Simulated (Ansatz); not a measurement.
A nudged elastic band was laid between two geometries of F3H2NTi + H2 (9 atoms, charge 0, multiplicity 1).

Theory: RKS PBE0-D4/def2-SVP in Ansatz 0.2.0.

| Item | Value |
| --- | --- |
| movable images | 5 |
| climbing image | yes |
| spring | 5.0 eV/Å² |
| optimiser | quadratic models (default) |
| start path | through a guess of the saddle point |
| force threshold | 0.03 eV/Å |
| iteration limit | 60 |
| end points | relaxed |

Image 0:

```xyz
9
Properties=species:S:1:pos:R:3
Ti 0.278 0.015 0.207
N 0.363 -0.010 2.045
H -0.450 -0.061 2.655
H 1.225 0.039 2.582
F 1.917 0.012 -0.360
F -0.571 1.445 -0.324
F -0.622 -1.372 -0.351
H -2.733 -0.406 1.095
H -2.774 0.348 1.193
```

Image 6:

```xyz
9
Properties=species:S:1:pos:R:3
Ti -0.332 0.131 -0.060
N -0.375 -0.183 2.203
H -0.428 -1.183 2.398
H 0.494 0.172 2.602
F 1.171 0.956 0.306
F -0.619 0.555 -1.724
F -0.383 -1.621 -0.082
H -1.743 0.909 0.416
H -1.150 0.272 2.683
```

(1) What changes between the two ends?

(2) What energy profile does the band end with?

(3) What is the geometry of the highest image?

(4) What are the harmonic wavenumbers there?

Answers

(1) Bonds broken: H8–H9. Bonds formed: Ti1–H8, N2–H9. F3H2NTi + H2 becomes F3H4NTi.

(2) The forces met the threshold. The highest image is number 3 of 0 to 6, 29.1 kcal/mol above the first end and 31.2 kcal/mol above the last; the last end lies 2.0 kcal/mol below the first. A vibrational analysis at the climbing image gives one clearly imaginary mode, 1348i cm⁻¹: a first-order saddle point. The orbitals stay closed-shell, which can raise the energy where a bond breaks towards radicals; this wasn't checked here.

| image | path coordinate (Å) | energy (kcal/mol) | H8–H9 (Å) | Ti1–H8 (Å) | N2–H9 (Å) |
| --- | --- | --- | --- | --- | --- |
| 0 | 0.00 | 0.0 | 0.76 | 3.17 | 3.27 |
| 1 | 0.94 | 0.4 | 0.76 | 3.14 | 2.91 |
| 2 | 1.88 | 4.7 | 0.77 | 2.54 | 2.14 |
| 3 | 2.81 | 29.1 | 1.04 | 1.98 | 1.30 |
| 4 | 3.84 | 5.9 | 2.05 | 1.72 | 1.02 |
| 5 | 4.87 | 2.0 | 2.24 | 1.69 | 1.02 |
| 6 | 5.90 | -2.0 | 2.43 | 1.68 | 1.02 |

(3) 
```xyz
9
Properties=species:S:1:pos:R:3
Ti -0.262 -0.074 0.114
N -0.153 0.066 2.141
H -0.245 -0.783 2.696
H 0.594 0.654 2.511
F 1.478 -0.167 -0.021
F -0.578 1.388 -0.755
F -0.798 -1.549 -0.612
H -2.040 0.157 0.950
H -1.361 0.319 1.719
```

(4) 1348i, 60, 138, 196, 218, 250, 260, 505, 535, 576, 645, 760, 811, 851, 928, 1462, 1538, 1700, 1776, 3531, 3648 cm⁻¹.

The run took 5.5 min on 2 threads of Intel(R) Xeon(R) 6975P-C (Granite Rapids) (shared host), peak memory 0.28 GiB.
